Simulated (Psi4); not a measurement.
C$_{4}$H$_{12}$O$_{4}$Ta (SMILES C[O][Ta]([O]C)([O]C)[O]C), doublet, at a GFN2-xTB geometry (such geometries of metal compounds can be far from the true shape) (the multiplicity is a formal guess) (core potentials on Ta); PBE/def2-SV(P) run with Psi4.

Input for Psi4:
```
memory 2 GB

molecule {
0 2
  Ta   -0.00000000   -0.00000000   -0.00000000
  O    -0.67805722    1.07333272    1.34257542
  C    -1.15559215    1.09540036    2.64256342
  H    -0.56104733    1.78853673    3.25105192
  H    -2.20068505    1.42969794    2.65807116
  H    -1.09307101    0.08908438    3.07942781
  O     0.59454800   -1.08756792   -1.37040949
  C     1.00107447   -1.12173983   -2.69406501
  H     1.00274009   -0.10448242   -3.10953560
  H     2.01247823   -1.54112216   -2.76728210
  H     0.32194006   -1.74995355   -3.28426709
  O    -0.07895292   -1.46189140    1.12736571
  C     0.15719598   -2.82237136    1.23610110
  H     0.50896476   -3.21746027    0.27298392
  H     0.91743479   -3.01616097    2.00336706
  H    -0.76499938   -3.34352624    1.52268990
  O     0.16246214    1.47612659   -1.09953164
  C    -0.00267829    2.84871083   -1.18459952
  H    -0.41863384    3.23285830   -0.24287613
  H     0.96131019    3.33641657   -1.37717113
  H    -0.68643151    3.09611167   -2.00645972
}

set basis def2-sv(p)
set reference uks

energy('pbe')
print_variables()
```

The log (banner, timings and long lists left out):

```
   => Loading Basis Set <=

    Name: DEF2-SV(P)
    Role: ORBITAL
    Keyword: BASIS

    !!!  WARNING: ECP capability is in beta. Please check occupations closely.  !!!

         ---------------------------------------------------------
                                   SCF
               by Justin Turney, Rob Parrish, Andy Simmonett
                          and Daniel G. A. Smith
                              UKS Reference
         ---------------------------------------------------------

  ==> Geometry <==

    Molecular point group: c1
    Full point group: C1

    Geometry (in Angstrom), charge = 0, multiplicity = 2:

       Center              X                  Y                   Z               Mass
    ------------   -----------------  -----------------  -----------------  -----------------
         TA          -0.000000000393     0.000000000590     0.000000000393   180.947995800000
         O           -0.678057220393     1.073332720590     1.342575420393    15.994914619570
         C           -1.155592150393     1.095400360590     2.642563420393    12.000000000000
         H           -0.561047330393     1.788536730590     3.251051920393     1.007825032230
         H           -2.200685050393     1.429697940590     2.658071160393     1.007825032230
         H           -1.093071010393     0.089084380590     3.079427810393     1.007825032230
         O            0.594547999607    -1.087567919410    -1.370409489607    15.994914619570
         C            1.001074469607    -1.121739829410    -2.694065009607    12.000000000000
         H            1.002740089607    -0.104482419410    -3.109535599607     1.007825032230
         H            2.012478229607    -1.541122159410    -2.767282099607     1.007825032230
         H            0.321940059607    -1.749953549410    -3.284267089607     1.007825032230
         O           -0.078952920393    -1.461891399410     1.127365710393    15.994914619570
         C            0.157195979607    -2.822371359410     1.236101100393    12.000000000000
         H            0.508964759607    -3.217460269410     0.272983920393     1.007825032230
         H            0.917434789607    -3.016160969410     2.003367060393     1.007825032230
         H           -0.764999380393    -3.343526239410     1.522689900393     1.007825032230
         O            0.162462139607     1.476126590590    -1.099531639607    15.994914619570
[...]
      Ntotal   =   80.9997960984 ; deviation = -2.039e-04

   @Spin Contamination Metric:   3.950708296E-03
   @S^2 Expected:                7.500000000E-01
   @S^2 Observed:                7.539507083E-01
   @S   Expected:                5.000000000E-01
   @S   Observed:                5.000000000E-01

    Orbital Energies [Eh]
    ---------------------

    Alpha Occupied:

[...]
    Alpha Virtual:

[...]
    Beta Occupied:

[...]
      40A     -0.223846

    Beta Virtual:

[...]
     161A    643.106804

    Final Occupation by Irrep:
              A
    DOCC [    40 ]
    SOCC [     1 ]
    NA   [    41 ]
    NB   [    40 ]

  @DF-UKS Final Energy:  -516.76853184515278

   => Energetics <=

    Nuclear Repulsion Energy =            567.7718873542850133
    One-Electron Energy =               -1852.9798041859057776
    Two-Electron Energy =                 835.3092653758203596
    DFT Exchange-Correlation Energy =     -66.8698803893522893
    Empirical Dispersion Energy =           0.0000000000000000
    VV10 Nonlocal Energy =                  0.0000000000000000
    Total Energy =                       -516.7685318451527792

  UHF NO Occupations:
  HONO-2 :   39  A 1.9992384
  HONO-1 :   40  A 1.9992384
  HONO-0 :   41  A 1.0000000
  LUNO+0 :   42  A 0.0007616
  LUNO+1 :   43  A 0.0007616
  LUNO+2 :   44  A 0.0002792
  LUNO+3 :   45  A 0.0000605

Computation Completed

Properties will be evaluated at   0.000000,   0.000000,   0.000000 [a0]

Properties computed using the SCF density matrix

 Multipole Moments:

 ------------------------------------------------------------------------------------
     Multipole            Electronic (a.u.)      Nuclear  (a.u.)        Total (a.u.)
 ------------------------------------------------------------------------------------

 L = 1.  Multiply by 2.5417464519 to convert [e a0] to [Debye]
 Dipole X            :          0.0000051            0.0000001            0.0000051
 Dipole Y            :          0.0000044           -0.0000001            0.0000043
 Dipole Z            :          0.0000489           -0.0000001            0.0000489
 Magnitude           :                                                    0.0000493

 ------------------------------------------------------------------------------------

  Variable Map:
  ----------------------------------------------------------------------------
[...]
  Array Variable Map:
  ----------------------------------------------------------------------------
[...]
[...]
```
